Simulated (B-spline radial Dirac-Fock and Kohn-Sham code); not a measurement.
Method: Dirac-Fock (average of configuration) total-energy differences with a finite nucleus, the Breit interaction including its frequency dependence, and self-energy and vacuum-polarisation corrections. Computed with an atomic code on a B-spline grid. Free neutral atoms.

Q: Order these X-ray lines by photon energy, lowest first.
A. Pb Lβ2
B. La Lγ3
C. Ba Lγ2
D. Gd Lγ1
E. Pm Lγ2
F. Hf Lγ5

A: C (5790.3 eV), B (6068.1 eV), E (7161.8 eV), D (7778.7 eV), F (10196.3 eV), A (12618.3 eV).
